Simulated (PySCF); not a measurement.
# Molecular orbitals of BeAs⁺

PW91 at R = 2.130 Å; PySCF, no relativity, basis sets Be def2-TZVP, As def2-TZVP. State: ³Σ⁻ (triplet), unpaired electrons π ↑↑. Only the outer orbitals are listed, counted within each symmetry.

```csv
spin,orbital,occ.,ε (eV),on Be (%),main shells (%)
α,8σ,1,-21.17,10,88 As s
α,9σ,1,-13.69,43,"48 As p, 40 Be s"
α,4π,1,-12.11,16,"84 As p, 14 Be p"
α,4π,1,-12.11,16,"84 As p, 14 Be p"
α,10σ,0,-10.44,84,"43 Be s, 40 Be p, 15 As p"
α,5π,0,-7.99,82,"82 Be p, 14 As p"
α,5π,0,-7.99,82,"82 Be p, 14 As p"
β,8σ,1,-19.78,15,84 As s
β,9σ,1,-13.05,46,"44 As p, 44 Be s, 9 As s"
β,4π,0,-10.50,27,"72 As p, 26 Be p"
β,4π,0,-10.50,27,"72 As p, 26 Be p"
β,10σ,0,-10.30,82,"46 Be p, 36 Be s, 16 As p"
```

Task: Which are the highest filled and the lowest empty level, where do they sit, and how wide is the gap?

Result: Highest filled α 4π at -12.11 eV (in %: 84 As p, 14 Be p); lowest empty β 4π at -10.50 eV (in %: 72 As p, 26 Be p); the gap at PW91 is 1.61 eV. Both belong to one degenerate shell, split only by its one-sided filling, so this is no excitation gap.

```
bond order (Mayer)                                                                                                 : 1.60
⟨S²⟩                                                                                                               : 2.005
charge on Be (Mulliken, basis-dependent)                                                                           : 0.54
charge on Be (Löwdin, basis-dependent)                                                                             : 0.35
dipole moment (positive dipole points towards As; it is taken about the centre of mass and depends on that origin) : -6.84 D
```

Spin–orbit coupling is left out. The state is the lowest determinant that a PBE0 search found; another state may lie lower at other levels.
